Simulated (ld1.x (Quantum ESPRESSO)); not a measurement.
**Building the ultrasoft potential for Si (Z = 14) (PBEsol, scalar-relativistic).**

```
Element                 : silicon (Si)
Generator               : ld1.x (Quantum ESPRESSO) 7.5
Type                    : ultrasoft
Functional              : PBEsol
Relativity              : scalar-relativistic
Frozen core             : [Ne]
Valence charge          : 4
Reference configuration : 3s2 3p1 (charge +1)
Partial waves           : 3s (bound): rcut 1.65, rcutus 1.85 bohr; 3s channel at 0.05 Ry: rcut 1.65, rcutus 1.85 bohr; 3p (bound): rcut 1.75, rcutus 2.35 bohr; 3p channel at 0.4 Ry: rcut 1.75, rcutus 2.35 bohr; 3d channel at 0.1 Ry: rcut 1.65, rcutus 2.20 bohr; 3d channel at 2.4 Ry: rcut 1.65, rcutus 2.20 bohr
Local potential         : all-electron potential smoothed inside 2.05 bohr (lloc = -1)
Core correction         : a·sin(br)/r model core inside 1.80 bohr
Augmentation charge     : built from norm-conserving waves at rcut, not smoothed further
```

* Cutoffs needed: 8 Ry and 12 Ry (the cutoffs (Ry, on a coarse ladder) from which the occupation-weighted sum of valence levels, in a spherical-Bessel basis at the reference potential, stays within 10 and 1 mRy of its value at 400 Ry)
* Ghost test: no extra level below or beside the all-electron valence levels (s, p, d, f tested) (spherical-Bessel basis up to 400 Ry, 20 bohr box)
* Largest excitation error: +18 meV (all-electron minus pseudo) for 3s1 3p0, out of 7 test configurations
* Lowest eigenvalue of the overlap operator: 0.40 (s channel)
